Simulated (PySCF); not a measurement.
Species: C7H6ClN.
Geometry (GFN2-xTB, Å), atoms numbered from 1 in this order:
```
atom  x, y, z in Å
Cl1    4.3742    0.4117   -0.2034
C2     2.6835    0.6356   -0.1059
C3     1.8160   -0.3727   -0.1108
C4     0.3789   -0.1586   -0.0284
C5    -0.4978   -1.2474   -0.0354
C6    -1.8584   -1.0130    0.0445
C7    -2.3081    0.2956    0.1287
C8    -1.3597    1.3098    0.1286
N9    -0.0622    1.0979    0.0534
H10    2.3637    1.6636   -0.0396
H11    2.1510   -1.3978   -0.1771
H12   -0.1125   -2.2534   -0.1025
H13   -2.5576   -1.8369    0.0397
H14   -3.3602    0.5241    0.1938
H15   -1.6551    2.3496    0.1925
```

The closed-shell SCF was solved with PySCF and density fitting under several settings on one GFN2-xTB geometry (grid level 2 and gas phase unless stated).

| settings | basis functions | SCF cycles | E (Eh) | HOMO (eV) | LUMO (eV) | dipole (D) |
| --- | --- | --- | --- | --- | --- | --- |
| PBE0/pcSseg-1 | 190 | 14 | -784.6909 | -6.79 | -1.58 | 2.98 |
| PBE0/def2-SVPD | 235 | 14 | -784.3949 | -6.80 | -1.63 | 3.00 |
| PBE0/IGLO-II, grid level 1 | 247 | 11 | -784.7948 | -6.69 | -1.50 | 2.76 |

Task: Estimate the row for these settings: LC-wPBE/def2-SVPD, energy threshold 1e-11 Eh.

Result: 
```csv
settings,basis functions,SCF cycles,E (Eh),HOMO (eV),LUMO (eV),dipole (D)
"LC-wPBE/def2-SVPD, energy threshold 1e-11 Eh",235,15,-784.5634,-9.23,0.42,3.19
```

Task: Over all rows, what range does the HOMO–LUMO gap span?

Result: From 5.17 eV (PBE0/def2-SVPD) to 9.65 eV (LC-wPBE/def2-SVPD, energy threshold 1e-11 Eh). The functional of the narrowest has 25 % exact exchange, that of the widest range-separated exact exchange.

Task: Compare two rows with the functional PBE0: PBE0/IGLO-II, grid level 1 and PBE0/def2-SVPD. Which energy is lower, and by how much?

Result: PBE0/IGLO-II, grid level 1 (247 functions) lies 0.3999 Eh or 251 kcal/mol below PBE0/def2-SVPD (235 functions).

Whole jobs, the steps after the SCF included, on Intel Xeon at 2.70 GHz, one thread, on a shared host:

```tsv
settings	work after the SCF	wall time	peak memory
PBE0/pcSseg-1	shieldings, ring-centre shieldings, charges and field gradients	42 s	0.92 GiB
PBE0/def2-SVPD	6 singlets by full TDDFT, 2 Tamm–Dancoff triplets, polarisability	61 s	0.93 GiB
PBE0/IGLO-II, grid level 1	spin–spin couplings from 6 perturbed nuclei, spin–dipole term left out	45 s	1.0 GiB
LC-wPBE/def2-SVPD, energy threshold 1e-11 Eh	spin–spin couplings from 6 perturbed nuclei, spin–dipole term left out	97 s	1.0 GiB
```

Cycle counts include a coarse-grid stage where the run had one.

One conformer stands for the species.
